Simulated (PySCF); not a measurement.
Compound: CH12B2N2Si.
Structure used (PBE0-D3(BJ)/def2-SVP), in Å, numbered top down from 1:
```
atom  x, y, z in Å
Si1    2.465    0.009   -0.222
C2     0.819    0.199   -1.097
B3    -0.388   -0.507   -0.305
N4    -0.757    0.228    1.072
B5    -2.205    0.504    0.461
N6    -1.832   -0.192   -0.927
H7     2.389    0.579    1.166
H8     2.847   -1.432   -0.091
H9     3.580    0.724   -0.923
H10    0.630    1.277   -1.258
H11    0.926   -0.256   -2.098
H12   -0.261   -1.708   -0.123
H13   -0.739   -0.369    1.894
H14   -0.210    1.060    1.278
H15   -3.072   -0.112    1.055
H16   -2.423    1.695    0.328
H17   -1.825    0.431   -1.731
H18   -2.385   -1.010   -1.164
```

Method: PBE0-D3(BJ)/def2-SVP geometry optimisation, gas phase in PySCF 2.14.0.

Take the most abundant isotopes and a rigid rotor. The values belong to one conformer with, in the numbering `[SiH3:1][CH2:2][BH-:3]1[NH2+:4][BH2-:5][NH2+:6]1`, Si1–C2–B3–N4 69°.

Q: Give the principal moments of inertia and the rotational constants in GHz.

A: Ia = 81.35, Ib = 360.52, Ic = 405.14 u·Å²; 505379 MHz·u·Å²/I gives 6212, 1402 and 1247 MHz, that is A = 6.2124, B = 1.4018, C = 1.2474 GHz.

Q: Classify the top.

A: A near-prolate asymmetric top. Ray's parameter κ = (2B − A − C)/(A − C) = -0.938; −1 is the prolate and +1 the oblate limit.

Q: Is it planar, by Δ = Ic − Ia − Ib?

A: Not planar: Δ = Ic − Ia − Ib = -36.72 u·Å². For a rigid frame Δ = −2 Σ m c², so Σ m c² = 18.36 u·Å² lies off the ab plane: 12.79 from hydrogen and 5.57 from heavier atoms. The atom farthest from that plane is 1.73 Å away.

Q: Predict some low-J microwave lines.

A: The dipole components are |μa| = 0.70 D, |μb| = 0.82 D, |μc| = 0.15 D. Intensities carry the squares of the components, which stand as 0.74 : 1.00 : 0.03 (a : b : c). Some lines, for components of 0.1 D or more:

```csv
type,branch,"J(Ka,Kc)",MHz,lower level (cm⁻¹)
a,Q,"2(1,1) ← 2(1,2)",463,0.420
b,R,"2(0,2) ← 1(1,1)",484,0.249
a,Q,"3(1,2) ← 3(1,3)",926,0.678
a,R,"1(0,1) ← 0(0,0)",2649,0.000
b,R,"3(0,3) ← 2(1,2)",3273,0.420
c,Q,"1(1,1) ← 1(0,1)",4811,0.088
b,Q,"1(1,0) ← 1(0,1)",4965,0.088
b,Q,"2(1,1) ← 2(0,2)",5123,0.265
a,R,"2(1,1) ← 1(1,0)",5453,0.254
a,R,"3(0,3) ← 2(0,2)",7933,0.265
a,R,"3(1,2) ← 2(1,1)",8177,0.436
b,R,"3(1,3) ← 2(0,2)",12374,0.265
c,R,"3(1,2) ← 2(0,2)",13300,0.265
c,Q,"3(2,2) ← 3(1,2)",14202,0.709
c,Q,"2(2,1) ← 2(1,1)",14432,0.436
b,Q,"2(2,0) ← 2(1,1)",14435,0.436
b,Q,"2(2,1) ← 2(1,2)",14895,0.420
b,R,"3(2,2) ← 2(1,1)",22379,0.436
c,R,"3(2,2) ← 2(1,2)",22843,0.420
c,Q,"3(3,1) ← 3(2,1)",24423,1.183
b,Q,"3(3,0) ← 3(2,1)",24423,1.183
b,R,"3(3,1) ← 2(2,0)",32385,0.917
c,R,"3(3,0) ← 2(2,0)",32385,0.917
b,R,"3(3,0) ← 2(2,1)",32389,0.917
```

No frequency check. No vibrational averaging or centrifugal distortion is included, and the geometry carries the error of its method. A rigid rotor knows nothing of internal rotation, which can split or shift real lines. Quadrupole hyperfine structure (11B, 14N) is left out.
